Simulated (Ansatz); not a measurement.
`Cc1cccs1` + `FCS[SiH3]` → `CC(F)S[SiH3]` + `c1ccsc1`  (formal exchange of groups at a C–C bond)

Isolated molecules relaxed with PBE0-D4/def2-TZVP in Ansatz; ΔE leaves out vibrations. CBS: MP2 limit from def2 TZ/QZ plus the TZ coupled-cluster correction, frozen cores. DFT in def2-TZVPP. One conformer a species, not always the lowest.

`Cc1cccs1`:

Z-matrix (Å, degrees):
```
C
C 1 1.489
H 1 1.093 2 111.9
H 1 1.093 2 111.9 3 -120.7
H 1 1.091 2 109.7 3 119.7
C 2 1.365 1 128.3 3 -119.5
S 2 1.718 1 121.6 3 60.5
C 6 1.418 2 113.4 1 180.0
H 6 1.083 2 122.6 1 -0.0
C 7 1.708 2 92.8 1 -180.0
H 8 1.082 6 124.1 2 180.0
H 10 1.079 7 120.4 2 180.0
```

`FCS[SiH3]`:

Cartesian coordinates in Å:
```
F -1.281 -1.502 0.711
C -0.670 -0.423 1.301
S 1.046 -0.230 0.787
Si 0.740 0.439 -1.222
H -1.247 0.471 1.055
H -0.654 -0.579 2.381
H 2.053 0.958 -1.674
H 0.294 -0.652 -2.122
H -0.282 1.518 -1.217
```

`CC(F)S[SiH3]`:

Z-matrix (Å, degrees):
```
C
C 1 1.504
H 1 1.090 2 110.0
H 1 1.091 2 111.0 3 -120.2
H 1 1.093 2 109.5 3 119.7
F 2 1.381 1 109.1 3 -176.6
S 2 1.823 1 114.5 3 59.1
H 2 1.094 1 111.3 3 -58.5
Si 7 2.137 2 101.9 1 72.0
H 9 1.486 7 112.3 2 -56.9
H 9 1.483 7 103.4 2 -175.1
H 9 1.482 7 112.1 2 66.3
```

`c1ccsc1`:

Z-matrix (Å, degrees):
```
C
C 1 1.364
C 1 1.417 2 112.4
H 1 1.082 2 123.4 3 180.0
S 2 1.705 1 111.4 3 0.0
H 2 1.079 1 128.2 3 180.0
C 3 1.364 1 112.5 2 -0.0
H 3 1.082 1 124.1 2 180.0
H 7 1.079 3 128.2 1 180.0
```

```
       species  ωB97M-V energy (Eh)
    `Cc1cccs1`           -592.30337
   `FCS[SiH3]`           -828.63306
`CC(F)S[SiH3]`           -867.94458
     `c1ccsc1`           -552.99467
```

Work out ΔE.

ΔE = (-867.94458) + (-552.99467) − (-592.30337) − (-828.63306) = -0.00282 Eh = -0.08 eV. CCSD(T)/CBS gives -0.07 eV.

Largest T1 diagnostic among the species: 0.013.
